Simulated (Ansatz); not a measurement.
C2H6F2Ge can be A, `[CH3][Ge]([CH3])([F])[F]`, or B, `FC[CH](F)[GeH3]`.

Computed with Ansatz on PBE0-D4/def2-TZVP structures; ΔE is electronic, products minus reactants. CCSD(T)/CBS adds triple-zeta CCSD(T) − MP2 to the extrapolated MP2 energy (def2 sets, frozen cores). DFT in def2-TZVPP. For Ge outer-core shells are correlated without core-valence functions, which leaves a few kJ/mol of doubt a bond. Scalar relativity is left out up to krypton. One conformer a species, not always the lowest.

Question: Which is lower in electronic energy at CCSD(T)/CBS, and by how much? (Best estimate.)

Answer: Computed: A, by 380.3 kJ/mol.

Question: Give E(B) − E(A) in kJ/mol with PBE0-D4, r2SCAN-D4, B2PLYP, CCSD/def2-TZVPP, PBE-D4, CCSD(T)/def2-TZVPP, HF/def2-TZVPP. (Best estimate.)

Answer: Computed: PBE0-D4 362.2, r2SCAN-D4 373.4, B2PLYP 379.8, CCSD/def2-TZVPP 379.5, PBE-D4 354.0, CCSD(T)/def2-TZVPP 379.0, HF/def2-TZVPP 378.5. None reverses the order clearly.

Largest T1 diagnostic: 0.012.

From PBE to PBE0 (25 % exact exchange), in def2-TZVPP and without D4, E(B) − E(A) moves by +8.2 kJ/mol.
